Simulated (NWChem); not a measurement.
System: C₂H₄F₂Ge; SMILES [F][GeH]([CH]=C)[F]

```xyz
9

Ge    -0.0419     0.3957    -0.2702
F      1.5811     0.3715     0.3670
F     -0.9298     1.4445     0.8023
C     -0.7024    -1.4125    -0.1334
C      0.0723    -2.3677     0.3899
H     -0.0065     1.0962    -1.6457
H     -1.7078    -1.6374    -0.4850
H      1.0760    -2.1530     0.7481
H     -0.2658    -3.3985     0.4835
```
Atoms are numbered in this order, from 1.

Level: B3LYP/6-31G* (spherical d) (NWChem), optimised geometry, unscaled harmonic frequencies. B3LYP is NWChem's, with the RPA form of VWN correlation.

### Question
List the harmonic frequencies with IR intensities, and the thermochemistry.

### Answer
```csv
frequency (cm⁻¹),IR intensity (km/mol)
86,0.6
152,1.5
199,12.4
246,13.6
345,14.4
521,34.6
597,8.7
706,80.3
721,77.0
730,68.3
758,61.3
1012,12.3
1019,4.8
1039,35.4
1286,3.2
1454,13.4
1675,6.2
2149,123.1
3153,9.3
3175,5.9
3240,4.5
```

- zero-point energy: 34.7 kcal/mol
- thermal correction to the enthalpy at 298.15 K (with zero-point energy): 39.4 kcal/mol
- heat capacity Cv: 21.7 cal/(mol K)
- entropy at 298.15 K and 1 atm (symmetry number 1): 81.5 cal/(mol K)
- dipole moment: 3.07 D

Rigid rotor and harmonic oscillator; modes under 100 cm⁻¹ make the entropy uncertain.
